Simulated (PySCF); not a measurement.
Molecule: SMILES C(CCl)B. Atoms near the plane z = 0.6 Å, at the PBE/def2-SVP optimised geometry (x, y, z in Å): B1 (1.4, -0.5, 0.0), C2 (-0.2, -0.5, 0.0), C3 (-0.9, 0.9, 0.0), Cl4 (-0.5, 1.8, 1.5), H5 (2.0, 0.5, -0.3), H6 (2.0, -1.5, 0.3), H8 (-0.6, -1.2, 0.8), H9 (-2.0, 0.8, -0.1).

Calculation: PBE/def2-TZVP (PySCF). The values are rescaled to run from 0 to 1.

```
|00000000001111100000000000000|
|00000000112222211000000000000|
|00000001223333332100000000000|
|00000012334454443210000000000|
|00000123445666554321000000000|
|00000123456677655432100000000|
|00001234567777765432110000000|
|00002345677888776433211100000|
|00012345678888876543322210000|
|00123456788998876544443321000|
|00124567789998765544544432100|
|00134567889998765555555432100|
|00134567788888766666666543200|
|00123456778888777666766543210|
|00023445667888887777776543210|
|00012334567889888877776543210|
|00001223567899988877776653210|
|00000123467999988788887654210|
|00000023467999877778887654310|
|00000013457898766678888754310|
|00000012356777655567887654210|
|00000001345555544556776543210|
|00000001233444333445555442100|
|00000000112222222234444332100|
|00000000001111111122333211000|
|00000000000000000011111100000|
|00000000000000000000000000000|
|00000000000000000000000000000|
|00000000000000000000000000000|
```
Scale: ten equal steps from 0.000 (start of '0') to 1.00 (end of '9'), in the order '0123456789'; x runs from -4.00 to 4.00, y from -4.00 (bottom) to 4.00 (top).

**Question.** Which quantity is mapped?
(A) electrostatic potential
(B) Laplacian of the electron density
(C) an orbital amplitude
(D) log10 of the electron density

**Answer.** D, log10 of the electron density. In full: log10 of the electron density (e/bohr³), floored at −4.
